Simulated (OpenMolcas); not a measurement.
**Ce2+ in a point-charge field**

Ce2+ among 2 point charges of -1.5 e arranged as a linear pair (D∞h), 2.71 Å from the ion.
```
   0.0000    0.0000    2.7100  -1.50
   0.0000    0.0000   -2.7100  -1.50
```

```yaml
Program: OpenMolcas
Method: CASSCF
Basis: ANO-RCC-VTZP [8s7p5d3f2g1h]
Scalar_Hamiltonian: DKH2, point nucleus
Active_space: 2 electrons in 7 orbitals (4f)
State_averaging: 2S+1 = 3 even, 21 roots; 2S+1 = 1 even, 27 roots kept (CI in the orbitals of an earlier block)
Spin-orbit_coupling: RASSI with atomic mean-field integrals over the reference wave functions
```

The lowest spin-free states (labels by Λ), above the lowest:

```json
{"State": "3H", "Degeneracy": "2", "E (cm-1)": "0.0", "Free-ion L (%)": "H (100)"}
{"State": "3Γ", "Degeneracy": "2", "E (cm-1)": "1273", "Free-ion L (%)": "H (100)"}
{"State": "3Φ", "Degeneracy": "2", "E (cm-1)": "2120", "Free-ion L (%)": "H (99)"}
{"State": "3Σ", "Degeneracy": "1", "E (cm-1)": "2370", "Free-ion L (%)": "H (87)"}
{"State": "3Π", "Degeneracy": "2", "E (cm-1)": "2403", "Free-ion L (%)": "H (89)"}
{"State": "3Δ", "Degeneracy": "2", "E (cm-1)": "2407", "Free-ion L (%)": "H (94)"}
{"State": "1Γ", "Degeneracy": "2", "E (cm-1)": "6662", "Free-ion L (%)": "G (100)"}
{"State": "3Σ", "Degeneracy": "1", "E (cm-1)": "6841", "Free-ion L (%)": "F (86)"}
{"State": "3Π", "Degeneracy": "2", "E (cm-1)": "6979", "Free-ion L (%)": "F (88)"}
{"State": "3Δ", "Degeneracy": "2", "E (cm-1)": "7270", "Free-ion L (%)": "F (94)"}
{"State": "3Φ", "Degeneracy": "2", "E (cm-1)": "7304", "Free-ion L (%)": "F (99)"}
{"State": "1Σ", "Degeneracy": "1", "E (cm-1)": "7463", "Free-ion L (%)": "G (96)"}
{"State": "1Φ", "Degeneracy": "2", "E (cm-1)": "7468", "Free-ion L (%)": "G (100)"}
{"State": "1Π", "Degeneracy": "2", "E (cm-1)": "7504", "Free-ion L (%)": "G (97)"}
{"State": "1Δ", "Degeneracy": "2", "E (cm-1)": "7567", "Free-ion L (%)": "G (99)"}
{"State": "1Σ", "Degeneracy": "1", "E (cm-1)": "18831", "Free-ion L (%)": "D (97)"}
{"State": "1Π", "Degeneracy": "2", "E (cm-1)": "19135", "Free-ion L (%)": "D (98)"}
{"State": "1I", "Degeneracy": "2", "E (cm-1)": "19289", "Free-ion L (%)": "I (100)"}
{"State": "1Δ", "Degeneracy": "2", "E (cm-1)": "20473", "Free-ion L (%)": "D (99)"}
{"State": "1H", "Degeneracy": "2", "E (cm-1)": "21016", "Free-ion L (%)": "I (100)"}
```

The lowest levels with spin-orbit coupling:

```json
{"E (cm-1)": "0.0", "Degeneracy": "2", "2S+1": "3", "J": "4.04", "|mJ| (%)": "4 (100)", "g": "0.00 0.00 6.16"}
{"E (cm-1)": "1318", "Degeneracy": "2", "2S+1": "3", "J": "4.04", "|mJ| (%)": "3 (100)", "g": "0.00 0.00 4.41"}
{"E (cm-1)": "1602", "Degeneracy": "2", "2S+1": "3", "J": "5.03", "|mJ| (%)": "5 (100)", "g": "0.00 0.00 10.12"}
{"E (cm-1)": "2073", "Degeneracy": "2", "2S+1": "3", "J": "3.97", "|mJ| (%)": "2 (100)", "g": "0.00 0.00 2.99"}
{"E (cm-1)": "2248", "Degeneracy": "2", "2S+1": "3", "J": "3.89", "|mJ| (%)": "1 (100)", "g": "0.00 0.00 1.59"}
{"E (cm-1)": "2248", "Degeneracy": "1", "2S+1": "3", "J": "3.85", "|mJ| (%)": "0 (100)", "g": ""}
{"E (cm-1)": "2803", "Degeneracy": "2", "2S+1": "3", "J": "5.00", "|mJ| (%)": "4 (100)", "g": "0.00 0.00 8.20"}
{"E (cm-1)": "3219", "Degeneracy": "2", "2S+1": "3", "J": "6.00", "|mJ| (%)": "6 (100)", "g": "0.00 0.00 14.00"}
{"E (cm-1)": "3522", "Degeneracy": "2", "2S+1": "3", "J": "4.94", "|mJ| (%)": "3 (100)", "g": "0.00 0.00 6.37"}
{"E (cm-1)": "3787", "Degeneracy": "2", "2S+1": "3", "J": "4.89", "|mJ| (%)": "2 (100)", "g": "0.00 0.00 4.32"}
{"E (cm-1)": "3873", "Degeneracy": "2", "2S+1": "3", "J": "4.84", "|mJ| (%)": "1 (100)", "g": "0.00 0.00 2.13"}
{"E (cm-1)": "3889", "Degeneracy": "1", "2S+1": "3", "J": "4.82", "|mJ| (%)": "0 (100)", "g": ""}
{"E (cm-1)": "4377", "Degeneracy": "2", "2S+1": "3", "J": "5.97", "|mJ| (%)": "5 (100)", "g": "0.00 0.00 11.88"}
{"E (cm-1)": "5148", "Degeneracy": "2", "2S+1": "3", "J": "5.94", "|mJ| (%)": "4 (100)", "g": "0.00 0.00 9.67"}
{"E (cm-1)": "5467", "Degeneracy": "2", "2S+1": "3", "J": "5.88", "|mJ| (%)": "3 (100)", "g": "0.00 0.00 7.24"}
{"E (cm-1)": "5498", "Degeneracy": "1", "2S+1": "3", "J": "5.67", "|mJ| (%)": "0 (100)", "g": ""}
{"E (cm-1)": "5519", "Degeneracy": "2", "2S+1": "3", "J": "5.70", "|mJ| (%)": "1 (100)", "g": "0.00 0.00 2.29"}
{"E (cm-1)": "5540", "Degeneracy": "2", "2S+1": "3", "J": "5.78", "|mJ| (%)": "2 (100)", "g": "0.00 0.00 4.72"}
{"E (cm-1)": "7270", "Degeneracy": "1", "2S+1": "3", "J": "2.23", "|mJ| (%)": "0 (100)", "g": ""}
{"E (cm-1)": "7441", "Degeneracy": "2", "2S+1": "3", "J": "2.23", "|mJ| (%)": "1 (100)", "g": "0.00 0.00 1.85"}
```

Powder χT (cm3 K/mol): 1.19 at 2 K, 1.19 at 10 K, 1.22 at 50 K, 1.25 at 100 K, 1.31 at 200 K, 1.38 at 300 K. The effective moment at 300 K is 2.828 √(χT) = 3.32 μB.

Hund's rules give f2 the level 3H4 with g = 0.800, so an isolated free-ion multiplet has χT = g² J(J+1) / 8 = 1.600 cm3 K/mol. The computed 1.380 at 300 K differs by -14 %, through the field's splitting, the mixing of terms and any other multiplet in reach.

Point charges carry no covalency, so the field is a model and not that of real ligands. The first state left out of the spin-orbit step lies near 54000 cm-1 above the lowest spin-free state of the reference (among the parities and spins computed), and the lists stop at four fifths of that energy or lower. No measured value stands beside these numbers.

With an even number of electrons the g values are those of a degenerate or nearly degenerate non-Kramers pair.
